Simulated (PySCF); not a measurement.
FH3LiN, SMILES [F][Li]<-[NH3] (connectivity only; charge and spin as stated), neutral, multiplicity 1.

Coordinates come from a PBE-D3(BJ)/def2-TZVP optimisation.

Computed with PBE-D3(BJ)/def2-TZVP in PySCF 2.14.0.

Frequencies are harmonic and unscaled.

Modes within 1.5 cm⁻¹ of each other (mostly degenerate sets) share a row, with their intensities summed.

Computed harmonic wavenumbers and intensities:
| mode | ν (cm⁻¹) | IR (km/mol) | moving atoms (share of kinetic energy) |
|---|---|---|---|
| 1–2 | 51 | 51.0 | Li 71 %, H 18 %, F 10 % |
| 3 | 279 | 2.6 | N 49 %, F 35 %, H 11 % |
| 4–5 | 457 | 219.8 | H 75 %, Li 13 %, N 12 % |
| 6 | 897 | 136.7 | Li 79 %, F 21 % |
| 7 | 1164 | 160.3 | H 84 %, N 16 % |
| 8–9 | 1623 | 46.5 | H 95 % |
| 10 | 3382 | 1.4 | H 98 % |
| 11–12 | 3489 | 37.5 | H 92 % |
